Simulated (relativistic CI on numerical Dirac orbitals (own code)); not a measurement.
# Radial parameters of Kr15+

Computed by Dirac-Coulomb-Breit CI, KLI orbitals optimised for each configuration, QED by a radiative potential, unscaled Slater integrals (own radial code, finite nucleus).

Slater integrals F^k, G^k are unscaled and averaged over j, outside the closed core [Ne]; ζ comes from projecting the Hamiltonian with its Breit term on Σ l·s of the shell.

- 3s²3p⁶3d³: F^2(3d,3d) = 222120, F^4(3d,3d) = 142380, ζ(3d) = 5612.5 cm⁻¹; <r>(3d) = 0.4518, <r^2>(3d) = 0.2397 (bohr units).
- 3s²3p⁵3d⁴: ζ(3p) = 51989, F^2(3d,3d) = 221440, F^4(3d,3d) = 141930, F^2(3p,3d) = 203870, G^1(3p,3d) = 232150, G^3(3p,3d) = 150350, ζ(3d) = 5490.7 cm⁻¹; <r>(3p) = 0.486, <r^2>(3p) = 0.2728, <r>(3d) = 0.453, <r^2>(3d) = 0.2411 (bohr units).
- 3s3p⁶3d⁴: F^2(3d,3d) = 221170, F^4(3d,3d) = 141740, G^2(3s,3d) = 176730, ζ(3d) = 5573.3 cm⁻¹; <r>(3s) = 0.49, <r^2>(3s) = 0.2736, <r>(3d) = 0.4536, <r^2>(3d) = 0.2416 (bohr units).

Question: Give the Racah parameters of the d shell in 3s²3p⁶3d³.

Answer: B = F²/49 − 5F⁴/441 = 2919 cm⁻¹ and C = 35F⁴/441 = 11300 cm⁻¹.

Averages of the first 10 configurations, taken without configuration mixing, which lowers the lowest level and can move excited configurations by several eV; other configurations of the list can lie among them:

```
Configuration  Parity  States  Average energy above the lowest level (eV)
    3s²3p⁶3d³    even     120                                         9.0
    3s²3p⁵3d⁴     odd    1260                                       121.1
     3s3p⁶3d⁴    even     420                                       200.9
  3s²3p⁶3d²4s    even      90                                       218.9
  3s²3p⁶3d²4p     odd     270                                       244.8
  3s²3p⁶3d²4d    even     450                                       283.9
  3s²3p⁶3d²4f     odd     630                                       318.2
  3s²3p⁵3d³4s     odd    1440                                       328.0
 3s²3p⁶3d4s4p     odd     120                                       467.9
  3s²3p⁵3d³4p    even    4320                                       354.0
```
